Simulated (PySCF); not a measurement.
**Nitrogen: a sound run and one with changed settings**

Sound run: N⁺ [He] 2s2 2p2, N²⁺ [He] 2s2 2p1. Calculation: PySCF 2.14, in x2c-SVPall (3s2p1d, 14 functions); scalar relativity by spin-free X2C-1e. In the sound run the correlated levels freeze 1s2. The sound run starts from symmetry-adapted Hartree-Fock orbitals and uses a fine grid where one is needed.

Changed run: basis STO-3G, all-electron and non-relativistic. This setting is unsound on purpose.

```
species   method  sound run (hartree)  changed run (hartree)  converged
     N⁺      UHF            -53.84987              -53.24264        yes
     N⁺     BP86            -54.01526              -53.38104        yes
     N⁺     PBE0            -53.96687              -53.34076        yes
     N⁺      MP2            -53.90413              -53.25331        yes
     N⁺  CCSD(T)            -53.92629              -53.26332        yes
    N²⁺      UHF            -52.77125              -52.12682        yes
    N²⁺     BP86            -52.91063              -52.24171        yes
    N²⁺     PBE0            -52.86203              -52.19984        yes
    N²⁺      MP2            -52.81797              -52.14900        yes
    N²⁺  CCSD(T)            -52.84755              -52.16878        yes
```

Ionisation energy of N⁺:

| method | sound run (eV) | changed run (eV) |
| --- | --- | --- |
| UHF | 29.351 | 30.363 |
| BP86 | 30.058 | 31.003 |
| PBE0 | 30.064 | 31.046 |
| MP2 | 29.556 | 30.050 |
| SCS-MP2 | 29.446 | 29.987 |
| CCSD | 29.349 | 29.784 |
| CCSD(T) | 29.354 | 29.784 |

A minimal basis cannot let orbitals breathe on ionisation and holds almost no correlation. The Hamiltonian changed with the basis, so the totals do not compare.

For comparison, NIST gives 29.601 eV between the lowest levels.
